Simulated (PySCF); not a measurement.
Bond length, frequency and bond energy of BiTe by level of theory

State: ²Π (doublet), unpaired electrons π ↑. Set-up: PySCF, scalar-relativistic core potentials, basis sets Bi def2-SVP with ECP60, Te def2-SVP with ECP28. De refers to Bi + Te in their high-spin ground configurations, without counterpoise correction. The functionals are run spin-unrestricted. A positive dipole means Bi(−)Te(+). Levels whose curve was spin-contaminated or gave no clean fit are not listed.

| Level | Re (Å) | ωe (cm⁻¹) | De (eV) | μ (D) |
| --- | --- | --- | --- | --- |
| UHF-CCSD | 2.665 | 213 | 1.56 | n/a |
| UHF-CCSD(T) | 2.691 | 197 | 1.84 | n/a |
| PBE | 2.660 | 214 | 2.88 | -1.81 |
| TPSS | 2.652 | 216 | 2.79 | -1.94 |
| r²SCAN | 2.647 | 206 | 2.40 | -2.04 |
| M06-L | 2.671 | 213 | 3.20 | -1.78 |
| TPSSh | 2.639 | 219 | 2.61 | -2.04 |

(1) Which functional lies closest to UHF-CCSD(T) in De, which farthest, and by how much do they differ from it?

(2) What does the step from GGA to meta-GGA do here, going from PBE to r²SCAN?

(3) What does a tenth of exact exchange do here, going from TPSS to TPSSh?

Correlated steps freeze 8 core orbitals. Correlated levels converge slowly with the basis: in double zeta they bind strong bonds too weakly, by up to about 1 eV, and carry superposition errors of some tenths. Spin–orbit coupling is left out, which matters for elements this heavy, above all for dissociation energies. Counting both spins, an empty level lies below a filled one in some of these solutions, because spin and occupation are held. The state is the lowest determinant that a PBE0 search found; another state may lie lower at other levels.

The whole job (state search and all levels along the bond) took about 2.5 min on 1 thread of Intel Xeon 6975P-C (shared host), peak memory 0.61 GiB.

## Answers

(1) Closest is r²SCAN (-4.4 pm in Re, +4.6 % in ωe, +0.56 eV in De against UHF-CCSD(T) in the same basis), farthest M06-L (-2.0 pm in Re, +8.1 % in ωe, +1.36 eV in De). CCSD(T) converges more slowly with the basis than the functionals do and binds too weakly in this one, so the order can change at the basis-set limit.

(2) r²SCAN less PBE: -1.3 pm in Re, -3.7 % in ωe, -0.48 eV in De. 

(3) TPSSh less TPSS: -1.3 pm in Re, +1.4 % in ωe, -0.18 eV in De. Exact exchange removes part of the self-interaction that spreads semilocal densities, and in most molecules shortens and stiffens the bond and lowers De; so it does here.
